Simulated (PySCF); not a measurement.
# What a mistake does to a calculation on AlGeH2NO

These are calculations, not measurements. The program is PySCF 2.14.0, an open-source quantum chemistry code, run on an isolated molecule that a program drew, which may never have been made. The molecule is AlGeH2NO (charge 0, singlet), drawn as the SMILES string `[NH]=[Al][Ge][OH]`.

Each row is a Hartree-Fock (HF) and frozen-core CCSD(T) single point in the cc-pV(D+d)Z basis, meant for a local HF minimum. Run 1 is clean. Each other run has one planted mistake out of seven kinds, and not every kind appears here: one electron removed, one electron added, multiplicity raised by two, geometry at a saddle point, minimal basis STO-3G, one bond length entered in bohr, all coordinates scaled. The reference is restricted for singlets and unrestricted otherwise, and also for a bond in bohr. Adding or removing an electron swaps singlet and doublet. Electrons count all cores. HOMO and LUMO are orbital energies over both spins, the gradient is its largest component, and the lowest frequency (negative if imaginary) is given only where the gradient is small. Bond lengths are over the 5 bonds as drawn. T1 is the CCSD diagnostic: over 0.02 (restricted) or 0.045 (unrestricted) a single reference is doubtful. Germanium has the cc-pVDZ-PP basis, with a core potential (ECP10MDF) in place of its 10 inner electrons, and its 3s, 3p and 3d shells are frozen in CCSD(T).

Geometry of the clean run:
```xyz
6
AlGeH2NO, angstrom
N    -0.7968   -1.6889   -1.3669
Al   -0.9170   -0.4642   -0.3380
Ge   -1.1002    1.5750    1.3834
O    -2.5984    2.3094    0.7786
H    -0.7245   -2.4459   -2.0032
H    -3.0792    1.9579    0.0439
```

```
run  electrons  basis functions  <S^2>  HOMO (eV)  LUMO (eV)  gradient (hartree/bohr)  lowest frequency (cm^-1)  mean bond (Å)  longest bond (Å)      T1  HF (hartree)  CCSD(T) (hartree)                     mistake
  1         62               84  0.000      -8.72      -0.29                  1.7e-05                        76         1.5982             2.675  0.0303    -665.74009         -666.28288                    no fault
  2         62               84  2.027      -5.95      -0.19                  9.0e-02                         -         1.5982             2.675  0.0223    -665.71576         -666.20575  multiplicity raised by two
  3         62               84  0.000      -8.83      -0.07                  6.9e-02                         -         1.5087             2.525  0.0266    -665.71522         -666.24351                           ?
  4         61               84  0.761     -14.11      -5.41                  6.3e-02                         -         1.5982             2.675  0.0231    -665.51809         -665.99999                           ?
```

**Which mistake was planted in run 3, and what did it cost?**

The mean and the longest bond both change by the same factor, 0.944, and the gradient is no longer small. So the mistake is: all coordinates scaled. Subtracting run 1 and multiplying by 627.51 kcal/mol a hartree, the energy moved by 15.6 kcal/mol in HF and 24.7 kcal/mol in CCSD(T).

**Which mistake was planted in run 4, and what did it cost?**

It counts 61 electrons, one fewer than the clean run, at the same geometry and basis. So the mistake is: one electron removed. Subtracting run 1 and multiplying by 627.51 kcal/mol a hartree, the energy moved by 139.3 kcal/mol in HF and 177.5 kcal/mol in CCSD(T).

Cautions from the logs. Run 1: T1 is over the limit, so its CCSD(T) energy is less reliable; run 3: T1 is over the limit, so its CCSD(T) energy is less reliable.
